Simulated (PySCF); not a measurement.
# Computed properties of SnF2, SMILES [F][Sn][F]

SnF₂, SMILES [F][Sn][F] (connectivity only; charge and spin as stated), neutral, multiplicity 1. Geometry optimised at TPSSh-D3(BJ)/def2-TZVP. The isomer is the one that the SMILES or the coordinates give; other isomers of the formula were not compared. The def2 effective core potentials stand for the cores of Sn; spin–orbit coupling is left out. The values are those of a single conformer. All values are computed for the isolated molecule unless a solvent is named; none is compared with measurement here.

**Structure.** The optimised structure has C2v symmetry. All 3 harmonic modes at TPSSh-D3(BJ)/def2-TZVP (PySCF) are real, so it is a minimum. With heavy atoms numbered as in [Sn:1]([F:2])[F:3], the shortest bond between them is Sn1–F3 at 1.941 Å and the longest Sn1–F2 at 1.941 Å.

**Vibrations.** The strongest infrared lines (harmonic, unscaled, degenerate partners summed) lie at 580 cm⁻¹ (117 km/mol, F 85 %, Sn 15 %), 598 cm⁻¹ (89 km/mol, F 87 %, Sn 13 %), 188 cm⁻¹ (11 km/mol, F 89 %, Sn 11 %). The softest mode is at 188 cm⁻¹ and the zero-point energy is 2.0 kcal/mol.

**Electronic structure.** r2SCAN/def2-TZVPD (PySCF) places the frontier levels at -7.88 and -3.45 eV, a gap of 4.43 eV, and gives a dipole moment of 3.63 D and a mean polarisability of 38.1 bohr³.

**Excitations.** TDDFT-B3LYP/def2-SVPD (PySCF) has S1 at 4.97 eV (250 nm, f = 0.103, bright); the most intense of the 10 singlets computed lies at 7.63 eV (f = 0.34). T1 (TDA) is at 3.64 eV. No vertical singlet excitation falls in the visible range (under 3.1 eV).
